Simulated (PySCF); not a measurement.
# Computed properties of B(Cl)(SMe)2 (C₂H₆BClS₂), SMILES CSB(SC)Cl

B(Cl)(SMe)2 (C₂H₆BClS₂), SMILES CSB(Cl)SC. Geometry optimised at B3LYP-D3(BJ)/def2-SVP. One conformer was computed; it need not be the lowest. All values are computed for the isolated molecule unless a solvent is named; none is compared with measurement here.

**Structure.** The optimised structure has Cs symmetry. All 30 harmonic modes at B3LYP-D3(BJ)/def2-SVP (PySCF) are real, so it is a minimum. With heavy atoms numbered as in [B:1]([Cl:2])([S:3][CH3:4])[S:8][CH3:9], the shortest bond between them is B1–Cl2 at 1.776 Å and the longest S8–C9 at 1.831 Å.

**Vibrations.** The strongest infrared lines (harmonic, unscaled, degenerate partners summed) lie at 954 cm⁻¹ (153 km/mol, B 46 %, H 39 %), 933 cm⁻¹ (153 km/mol, B 61 %, H 24 %), 996 cm⁻¹ (67 km/mol, H 52 %, B 29 %, C 13 %). The softest mode is at 82 cm⁻¹ and the zero-point energy is 52.5 kcal/mol.

**Electronic structure.** M06-2X/def2-TZVP (PySCF) places the frontier levels at -8.18 and 0.08 eV, a gap of 8.26 eV, and gives a dipole moment of 2.04 D and a mean polarisability of 90.8 bohr³. PBE/def2-TZVP (PySCF) at the same geometry gives -5.90 and -1.54 eV, so its gap is 3.90 eV narrower. An orbital gap is neither the optical nor the fundamental gap.

**Excitations.** TDDFT-PBE0/def2-SVPD (PySCF) has S1 at 5.47 eV (227 nm, f = 0.231, bright); the most intense of the 10 singlets computed lies at 5.47 eV (f = 0.23). T1 (TDA) is at 4.39 eV. TDDFT-PBE/def2-SVPD (PySCF) puts S1 at 5.09 eV. No vertical singlet excitation falls in the visible range (under 3.1 eV).

**NMR.** GIAO shifts at HF/pcSseg-1 (PySCF) (non-relativistic, atoms alike by connectivity averaged): ¹³C at 17.2 ppm against TMS; ¹H at 2.5 ppm against TMS; ¹¹B at 53.6 ppm against BF3. Without spin–orbit terms, shifts of atoms bonded to Cl or Br come out too high.
